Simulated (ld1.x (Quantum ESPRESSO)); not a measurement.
Results of a calculation; reference values are marked as such.
## Pseudopotentials across the periodic table

Generated with ld1.x 7.5 (TM, RRKJ, ultrasoft, PAW), atompaw 4.2 or ONCVPSP 4.0.1. The cutoff is in Ry: for ld1.x and atompaw files where the sum of valence levels is converged to 10 mRy in a Bessel basis, for ONCV files where the hardest occupied wave has 1 mHa per electron of residual kinetic energy. The error is the largest all-electron minus pseudo excitation energy over each file’s own four to seven test configurations (ionisations up to +4, promotions, holes and added fractions of an electron), all of which were solved. The labels leave out finer settings (local radius, basis sizes, second energies), which also bear on the numbers. Spin-polarised tests are not counted. The rows are a selection from randomly drawn settings: files with unsolved tests, undetermined cutoffs or missed reference levels are left out.

```csv
element,potential,cutoff (Ry),largest error (meV),bound ghosts
O,"RRKJ, PBEsol, scalar-relativistic, rc 0.85/1.10/0.95 (spd), local d, core correction yes, reference 2s2 2p4",110,+652,none
Mg,"PAW, BLYP, non-relativistic, rc 2.25/1.15/1.70 (spd), local smoothed, core correction yes, reference 2p6 3s2 3p0",60,-101,none
Ca,"TM, PBE, scalar-relativistic, rc 1.95/1.20/2.40 (spd), local s, core correction yes, reference 3s2 3p6 3d0 4s0 4p0",60,+2465,none
V,"TM, LDA (PZ), scalar-relativistic, rc 3.05/1.15/1.40 (spd), local smoothed, core correction yes, reference 3p6 3d3.5 4s1.5 4p0",100,-958,none
Co,"TM semilocal, PBEsol, scalar-relativistic, rc 2.55/2.60/0.80 (spd), local s, core correction yes, reference 3d7 4s2 4p0",300,-1185,none
Nb,"RRKJ, revPBE, scalar-relativistic, rc 1.60/1.75/2.05 (spd), local p, core correction no, reference 4s2 4p6 4d3 5s0 5p0",40,+168,none
```

(1) Fill in the row for Si: PAW, BLYP, scalar-relativistic, rc 1.85/2.35 (sp), local smoothed, core correction yes, reference 3s1.75 3p2.25.

## Answers

(1) cutoff 10 Ry, largest error -66 meV, bound ghosts: none.
